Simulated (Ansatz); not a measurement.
Program: Ansatz. Geometries: PBE0-D4/def2-TZVP. ΔE: electronic, gas phase. CBS: MP2 limit from def2 TZ/QZ plus the TZ coupled-cluster correction, frozen cores. This one scheme is used for every species. Functionals use def2-TZVPP. B3LYP here is the variant with VWN-RPA as its local correlation; programs differ in this. For Br outer-core shells are correlated without core-valence functions, which leaves a few kJ/mol of doubt a bond. Scalar relativity is left out up to krypton. Each species was taken in one conformer, which may not be the lowest.

Reaction (hydrogenolysis of the Si–Cl bond): `C[Si](O)(Cl)Br` + H₂ → `C[SiH](O)Br` + HCl

`C[Si](O)(Cl)Br`:

Z-matrix (Å, degrees):
```
C
Si 1 1.838
H 1 1.092 2 109.7
H 1 1.092 2 109.9 3 -119.8
H 1 1.091 2 110.4 3 120.0
O 2 1.626 1 108.6 3 59.8
Cl 2 2.052 1 110.8 3 -61.2
Br 2 2.221 1 111.0 3 -179.4
H 6 0.959 2 118.6 1 177.6
```

H₂:

```xyz
2

H    -0.337    0.057    0.149
H     0.337   -0.057   -0.149
```

`C[SiH](O)Br`:

Cartesian coordinates in Å:
```
C 0.531 0.787 -0.735
Si -0.477 -0.115 0.531
O 0.355 -1.294 1.304
Br -2.239 -1.004 -0.519
H -0.059 1.584 -1.194
H 1.411 1.232 -0.264
H 0.863 0.113 -1.528
H -0.990 0.772 1.594
H 0.605 -2.076 0.810
```

HCl:

Z-matrix (Å, degrees):
```
Cl
H 1 1.279
```

| level | ΔE (kJ/mol) | difference from CCSD(T)/CBS |
| --- | --- | --- |
| PBE-D4 | 92.9 | 2.1 |
| BLYP-D4 | 93.6 | 2.8 |
| r2SCAN-D4 | 97.2 | 6.4 |
| PBE0-D4 | 91.1 | 0.3 |
| r2SCANh-D4 | 96.2 | 5.4 |
| BHLYP-D4 | 89.9 | -0.9 |
| CAM-B3LYP-D4 | 86.7 | -4.1 |
| ωB97M-V | 92.7 | 1.9 |
| B2PLYP | 85.8 | -5.0 |
| B3LYP | 79.6 | -11.2 |
| r2SCAN0 | 92.5 | 1.7 |
| MP2/def2-SVP | 86.3 | -4.5 |
| CCSD/def2-SVP | 73.8 | -17.0 |
| CCSD(T)/def2-SVP | 76.6 | -14.2 |
| MP2/def2-TZVPP | 96.3 | 5.5 |
| SCS-MP2/def2-QZVPP | 91.4 | 0.6 |
| CCSD(T)/CBS | 90.8 | 0 |

Largest T1 diagnostic among the species: 0.009.

At CCSD(T), def2-SVP lies −14.2 kJ/mol from the extrapolated value and def2-TZVPP −5.5 kJ/mol. In def2-TZVPP, CCSD(T) changes the Hartree–Fock value by +13.4 kJ/mol (the triples alone add +4.4 kJ/mol) and MP2 by +24.4 kJ/mol. Leaving LDA and LC-ωPBE aside and taking each functional with its dispersion term where it has one, the values, not all of them listed here, spread over 12.2 kJ/mol, from B2PLYP to revPBE-D4. LDA lies +4.2 kJ/mol from PBE without D4.
